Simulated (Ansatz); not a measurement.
Relaxation of F3H3OZr (8 atoms, charge 0, multiplicity 1), to a largest force component of 0.03 eV/Å in at most 50 steps.

Method: RKS B3LYP/def2-SVP in Ansatz 0.2.0.

```xyz
8
Properties=species:S:1:pos:R:3:forces:R:3
Zr 0.293 -0.352 -0.502 -0.09 0.14 0.13
O -0.027 -0.048 2.728 0.33 -0.64 -0.47
H -0.884 -0.319 3.087 -0.01 0.01 0.03
F 1.794 0.078 -1.582 0.00 0.00 0.00
F -0.656 1.238 -0.062 0.00 0.00 0.00
F -0.875 -1.522 -1.436 0.00 0.01 0.01
H 0.986 -1.446 0.827 0.10 -0.13 0.06
H 0.429 -0.897 2.518 -0.32 0.61 0.24
```

Problem. Where does it end, and by what steps?

Solution. The run converged. After 15 steps the energy has fallen by 0.757 eV; O2 moved furthest, 1.08 Å. Joined: Zr1–O2 (3.26 → 2.37 Å).

```json
{"step": "0", "energy less start (eV)": "0.0000", "largest force component (eV/Å)": "0.641", "accepted": "yes"}
{"step": "1", "energy less start (eV)": "-0.0410", "largest force component (eV/Å)": "1.901", "accepted": "yes"}
{"step": "2", "energy less start (eV)": "-0.1472", "largest force component (eV/Å)": "2.091", "accepted": "yes"}
{"step": "3", "energy less start (eV)": "-0.3332", "largest force component (eV/Å)": "1.781", "accepted": "yes"}
{"step": "4", "energy less start (eV)": "-0.4766", "largest force component (eV/Å)": "1.891", "accepted": "yes"}
{"step": "5", "energy less start (eV)": "-0.5416", "largest force component (eV/Å)": "1.539", "accepted": "yes"}
{"step": "6", "energy less start (eV)": "-0.6180", "largest force component (eV/Å)": "0.710", "accepted": "yes"}
{"step": "7", "energy less start (eV)": "-0.6488", "largest force component (eV/Å)": "0.650", "accepted": "yes"}
{"step": "8", "energy less start (eV)": "-0.6681", "largest force component (eV/Å)": "0.582", "accepted": "yes"}
{"step": "9", "energy less start (eV)": "-0.6861", "largest force component (eV/Å)": "1.066", "accepted": "yes"}
{"step": "10", "energy less start (eV)": "-0.7177", "largest force component (eV/Å)": "0.631", "accepted": "yes"}
{"step": "11", "energy less start (eV)": "-0.7516", "largest force component (eV/Å)": "0.115", "accepted": "yes"}
{"step": "12", "energy less start (eV)": "-0.7549", "largest force component (eV/Å)": "0.157", "accepted": "yes"}
{"step": "13", "energy less start (eV)": "-0.7550", "largest force component (eV/Å)": "0.153", "accepted": "yes"}
{"step": "14", "energy less start (eV)": "-0.7559", "largest force component (eV/Å)": "0.095", "accepted": "yes"}
{"step": "15", "energy less start (eV)": "-0.7571", "largest force component (eV/Å)": "0.024", "accepted": "yes"}
```

```xyz
8
Properties=species:S:1:pos:R:3
Zr 0.359 -0.327 -0.175
O -0.529 -0.652 1.995
H -0.719 0.182 2.453
F 1.381 0.083 -1.735
F -0.172 1.430 0.424
F -0.939 -1.597 -0.773
H 1.751 -1.155 0.767
H -0.071 -1.231 2.621
```

Whether the end is a true minimum wasn't checked by a vibrational analysis.

Time of the run: 55 s on 2 threads of Arm Neoverse V1 (shared host), peak memory 0.22 GiB.
